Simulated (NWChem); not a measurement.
CH$_{3}$NOSi; SMILES N#CO[SiH3]

```xyz
7

N      0.3447     2.3230     0.0000
C     -0.1287     1.2572     0.0000
O     -0.6923     0.0941     0.0000
Si     0.1931    -1.3774     0.0000
H      1.0274    -1.4311    -1.2211
H     -0.8604    -2.4106     0.0000
H      1.0274    -1.4311     1.2211
```
Atoms are numbered in this order, from 1.

The geometry was optimised at B3LYP/6-31G* (spherical d).

Symmetry labels are those of Cs in the frame above (b1 and b2, or b-type labels, depend on it).

**Question.** List the 6 lowest vertical singlet excitations from B3LYP/aug-cc-pVDZ, TDA (NWChem).

**Answer.** 
```csv
state,energy (eV),oscillator strength,symmetry,leading excitation (squared amplitude)
S1,6.12,0.004,a",HOMO → LUMO (0.99)
S2,6.51,0.005,a',HOMO−1 → LUMO (0.98)
S3,7.17,0.012,a",HOMO → LUMO+1 (0.81)
S4,7.56,0.005,a',HOMO−1 → LUMO+1 (0.62)
S5,7.63,0.007,a",HOMO → LUMO+3 (0.62)
S6,7.86,0.045,a',HOMO → LUMO+2 (0.46)
```
